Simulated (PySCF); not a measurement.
## How methods differ on the excitation energy of Ag²⁺

Ag²⁺ [Kr] 4d9 (2D) → Ag²⁺ [Kr] 4d8 5p1 (high-spin determinant), as a difference of total energies. Computed with PySCF 2.14 in aug-cc-pVTZ-PP with ECP28MDF (6s6p5d3f2g, 88 functions), with scalar relativity through the core potential. Correlated levels: valence: 4s2 4p6 frozen. The calculations carry no spin-orbit coupling.

```
           method  excitation energy (eV)
              UHF                  13.839
    MP2 (valence)                  15.024
SCS-MP2 (valence)                  15.093
   CCSD (valence)                  14.771
CCSD(T) (valence)                  14.797
```

How much does correlation contribute at CCSD(T) (valence)?

14.797 − (13.839) = 0.958 eV, measured against UHF.

The determinant of the upper state mixes LS terms, which raises its energy above the lowest term, most at the Hartree-Fock and MP2 levels.
